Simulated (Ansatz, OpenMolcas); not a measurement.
# OpenMolcas → Ansatz

This OpenMolcas 26.06 job computes AlCl3 (SMILES Cl[Al](Cl)Cl):

job.inp:
```
* AlCl3 CCSD(T)

&GATEWAY
  BASLIB=$CurrDir
  COORD
  4
  bohr
  Cl    -2.14493364    -0.20492190     3.26206413
  Al     0.00001890     0.00000000    -0.00003779
  Cl     3.29182732    -2.08631433    -0.30921589
  Cl    -1.14691258     2.29125513    -2.95282935
  BASIS=6-311pGss
  GROUP=NoSym

&SEWARD
  HIGH

&SCF
  THRESHOLDS=1e-10 1e-07 1e-07 1e-05
  PRORBITALS=1 2

&CHCC
  FROZEN=20
  THRESHOLD=1e-08
  MAXITERATIONS=80

&CHT3
  FROZEN=20
```

```bash
$ export MOLCAS_MEM=1860
$ pymolcas job.inp > job.log
```

(Basis files named in the input come from the Basis Set Exchange and aren't shown.)

The shape is that of a PBE0-D4/def2-TZVP optimisation.

It gives a total energy of -1621.179857 Eh.

Q: Translate the job to Ansatz 0.2.0 as an input file of the program's own.

A: This input was run:

input.yaml:
```yaml
crystal:
  periodic: [false, false, false]
  atoms:
    - symbol: Cl
      position_ang: [-1.135050, -0.108440, 1.726210]
    - symbol: Al
      position_ang: [0.000010, 0.000000, -0.000020]
    - symbol: Cl
      position_ang: [1.741960, -1.104030, -0.163630]
    - symbol: Cl
      position_ang: [-0.606920, 1.212480, -1.562570]
basis:
  gaussian: {orbitals: 6-311+G_st__st_-spherical.json}
total_charge: 0
magnetization: {spin_polarized: false, initial_magnetization: 0}
correlation: {method: ccsd_t, frozen_orbitals: {Al: 5, Cl: 5}}
accuracy: high
scf: {omitted_lower_state_checks: [cluster_reference, increment]}
```

```bash
$ ansatz run input.yaml --threads 1 --pin off --max-ram 3480MiB --events-out events.jsonl --progress --plain --runs-dir runs
```

(Basis files named in the input come from the Basis Set Exchange and aren't shown.)

Its energy is -1621.179857 Eh, the same as the first but for the last digit, at most.
